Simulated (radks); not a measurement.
Ho2+, configuration [Xe] 4f8.5 5d2.5 (fractional occupations, a model configuration). Calculated with a radial shooting solver on a logarithmic mesh with Libxc functionals: scalar-relativistic Kohn-Sham, SCAN, spin-polarised, spherical densities, finite nucleus; open shells are filled with parallel spins first (spin-orbit coupling, left out, can overturn this in heavy ions); meta-GGA in the generalised Kohn-Sham scheme; Fermi nuclear charge, rms radius 5.2022 fm.

Unscreened Slater integrals over Kohn-Sham orbitals (cm^-1). They are taken over the spin-up orbitals.

\begin{tabular}{lr}
integral & value \\ \hline
F0(5d,5d) & 95146 \\
F2(5d,5d) & 49446 \\
F4(5d,5d) & 32579 \\
F0(5d,4f) & 122500 \\
F2(5d,4f) & 29121 \\
F4(5d,4f) & 13854 \\
G1(5d,4f) & 12166 \\
G3(5d,4f) & 10215 \\
G5(5d,4f) & 7871.3 \\
F0(5d,5p) & 110500 \\
F2(5d,5p) & 52925 \\
G1(5d,5p) & 61949 \\
G3(5d,5p) & 38113 \\
F0(5d,5s) & 114710 \\
G2(5d,5s) & 38858 \\
F0(4f,4f) & 277750 \\
F2(4f,4f) & 133240 \\
F4(4f,4f) & 83851 \\
F6(4f,4f) & 60398 \\
F0(4f,5p) & 168590 \\
F2(4f,5p) & 56216 \\
G2(4f,5p) & 26753 \\
G4(4f,5p) & 21168 \\
F0(4f,5s) & 189660 \\
G3(4f,5s) & 32628 \\
F0(5p,5p) & 138890 \\
F2(5p,5p) & 74711 \\
F0(5p,5s) & 148570 \\
G1(5p,5s) & 99226 \\
F0(5s,5s) & 161200 \\
\end{tabular}

Derived for the open shells (J is the average intra-shell exchange parameter used in DFT+U). 4f: F4/F2 = 0.629, F6/F2 = 0.453, J = (286 F2 + 195 F4 + 250 F6)/6435 = 10810 cm^-1. 5d: Racah B = F2/49 - 5 F4/441 = 639.7 cm^-1, C = 35 F4/441 = 2586 cm^-1, C/B = 4.04, F4/F2 = 0.659, J = (F2 + F4)/14 = 5859 cm^-1.
